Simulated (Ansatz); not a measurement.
Species: SiH₃S, charge 0, doublet. SiH3S (SMILES [SiH2]S, doublet).
B3LYP-D3(BJ)/def2-TZVP minimum from Ansatz (an electronic-structure program):
```xyz
5

Si    -0.7106     0.7820     0.2393
S      0.7310    -0.7147    -0.3016
H     -1.4315     0.4017     1.4861
H     -1.6529     0.8258    -0.9076
H      1.3370    -0.7402     0.8981
```
Charge 0, spin multiplicity 2.

Total energies in aug-cc-pV(D+d)Z, 13 correlated electrons, 10 frozen orbitals. UHF or UKS for unpaired electrons; spin-orbit terms are left out. Cores are frozen in correlated methods. No relativity.

```tsv
method	program	energy (Eh)	minus CCSDT(Q) (mEh)
HF	Ansatz	-688.20786	285.42
MP2	Ansatz	-688.44367	49.60
CCSD	Ansatz	-688.48221	11.07
CCSD(T)	Ansatz	-688.49143	1.84
CCSDT(Q)	Ansatz	-688.49327	0.00
```

Rough core times of Ansatz's runs on a shared machine: CCSD(T) under 20 s, CCSDT(Q) 30 min.
